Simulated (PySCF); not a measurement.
# Excitation energy of Hf by level of theory

Hf [Xe] 4f14 5d2 6s2 (3F) → Hf [Xe] 4f14 5d4 (5D), as a difference of total energies. Computed with PySCF 2.14 in x2c-TZVPPall, with scalar relativity by spin-free X2C-1e. Correlated levels: valence and next inner shell: [Kr] 4d10 4f14 frozen. The calculations carry no spin-orbit coupling.

| method | excitation energy (eV) |
| --- | --- |
| UHF | 4.408 |
| MP2 (valence and next inner shell) | 4.881 |
| SCS-MP2 (valence and next inner shell) | 5.432 |
| CCSD (valence and next inner shell) | 4.953 |
| CCSD(T) (valence and next inner shell) | 5.001 |

**Question.** How much does correlation contribute at CCSD(T) (valence and next inner shell)?

**Answer.** 5.001 − (4.408) = 0.593 eV, measured against UHF.

A first-order spin-orbit estimate (lowest level to lowest level, LS coupling) adds 0.153 eV.
